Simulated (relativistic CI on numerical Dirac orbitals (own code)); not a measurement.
Method of calculation: Dirac-Coulomb-Breit CI, orbitals from a KLI potential per configuration, model QED (radiative potential, 1s self-energy scaled to tabulated hydrogen-like ionisation energies), unscaled Slater integrals (own radial code, finite nucleus).

The strongest absorption lines from the ground level of an ion, among the configurations computed and to levels below about 552 eV (vacuum wavelength in nm, gf): 4.8350 (4.9), 4.9801 (1.4), 5.2953 (3.9), 5.9543 (1.9), 6.0536 (0.68), 6.4391 (0.86), 6.7697 (1.2), 6.9583 (0.75).

(1) Which ion is it?
A. Re³⁸⁺
B. Hf³⁵⁺
C. Hf³³⁺
D. Pt⁴¹⁺

## Answers

(1) B. Hf³⁵⁺ has 37 electrons and the ground level 4s²4p⁶4d ²D3/2; the strongest line goes to 4s²4p⁵4d² ²D°3/2. The pattern of lines fixes the number of electrons, and along that sequence the line energies rise steadily with the charge (about as its square where n changes within one kind of shell, about linearly where n is kept but much faster in heavy ions where fine structure, which grows about as Z⁴, sets the gap, and irregularly where shells cross), which fixes Z. Configurations outside the model, such as inner-shell arrays, can give stronger lines. At this charge energies of transitions that change n are usually good to better than 1 %, and those within a shell (Δn = 0) to a few per cent.

LS names give the leading component of a level, which can be under half, so a name can repeat, a term be missing and a line seem to break the LS rules.
